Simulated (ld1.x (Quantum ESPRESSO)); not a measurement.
## Tc (Z = 43), RRKJ: configuration errors across variants

```json
{
 "Element": "technetium (Tc)",
 "Generator": "ld1.x (Quantum ESPRESSO) 7.5",
 "Type": "norm-conserving RRKJ (Kleinman–Bylander form)",
 "Functional": "LDA (PZ)",
 "Relativity": "scalar-relativistic",
 "Frozen core": "[Ar] 3d10",
 "Valence charge": "15",
 "Reference configuration": "4s2 4p6 4d5 5s1 5p1",
 "Partial waves": "4s (bound): rc 1.50 bohr; 4p (bound): rc 1.20 bohr; 4d (bound): rc 1.55 bohr",
 "Local potential": "the d channel",
 "Core correction": "none"
}
```

Occupied shells without a wave of their own: 5p, 5s. They enter only through the test configuration that unscreens the potential.

All-electron excitation energies from the reference (eV): (1) 4s2 4p6 4d5 5s2 5p0 -3.839; (2) 4s2 4p6 4d5 5s1 5p0 4.592; (3) 4s2 4p6 4d5 5s0 5p0 19.795; (4) 4s2 4p6 4d5 5s0 5p2 4.055; (5) 4s2 4p6 4d6 5s1 5p0 -4.705; (6) 4s1 4p6 4d5 5s2 5p0 76.131; (7) 4s2 4p6 4d4 5s0 5p0 48.722; (8) 4s2 4p6 4d5 5s1 5p1 spin -5.030; (9) 4s2 4p6 4d5 5s2 5p0 spin -7.334.

Spin tests fill each open shell by Hund’s rule, majority spin first.

For the base: The 5p, 5s levels have no wave, so the channel is fitted at the deeper level alone: the likely source of the large errors.

On the changes marked as counting shells twice: ld1.x takes every shell without a wave as core, so the model core holds the marked electrons as well and exchange and correlation see them twice. This cancels in the reference configuration, but the file is broken for other ones, and its errors say nothing about a proper core correction.

3 further variants failed, have other tests or another functional or relativity, and are left out.

The file “all radii scaled by about 1.28 (s 1.92, p 1.54, d 2.00 bohr)” misses its own reference levels by 1.4 eV. The file “local potential all-electron potential smoothed inside 1.05 bohr (lloc = -2)” misses its own reference levels by 0.4 eV.

Errors AE − PS in meV (a dash: test not solved or not reliable):

```csv
change,(1),(2),(3),(4),(5),(6),(7),(8),(9),bound ghosts
base,+67,+11,-84,-80,+4.6,+92,-120,+221,+255,none
"all radii scaled by about 1.28 (s 1.92, p 1.54, d 2.00 bohr)",+1268,+23,-2090,-1590,+36,+2232,-3032,+370,+1440,none
"core correction full core density, not smoothed (it rises at the typed radius of 1.46 bohr, so ld1.x skipped the fit) (5p, 5s counted twice)",+41,-140,-622,-94,-31,-27,-926,-374,-5.7,none
wave 4p (bound): rc 1.20 bohr becomes 4p (bound): rc 0.80 bohr,+53,-15,-125,-60,-3.5,+68,-184,+241,+260,none
wave 4s (bound): rc 1.50 bohr becomes 4s (bound): rc 1.58 bohr,+176,+12,-261,-209,+7.5,+277,-379,+233,+361,none
local potential all-electron potential smoothed inside 1.05 bohr (lloc = -2),+359,-23,-646,-420,+2.2,+654,-949,+266,+540,none
wave 4p (bound): rc 1.20 bohr becomes 4p (bound): rc 1.36 bohr,+65,+7.1,-90,-77,+3.3,+88,-130,+224,+255,none
```

(1) Give the same row for: wave 4d (bound): rc 1.55 bohr becomes 4d (bound): rc 2.08 bohr.

## Answers

(1) +78, +51, -21, -102, +20, +134, -49, +239, +294; bound ghosts: none.
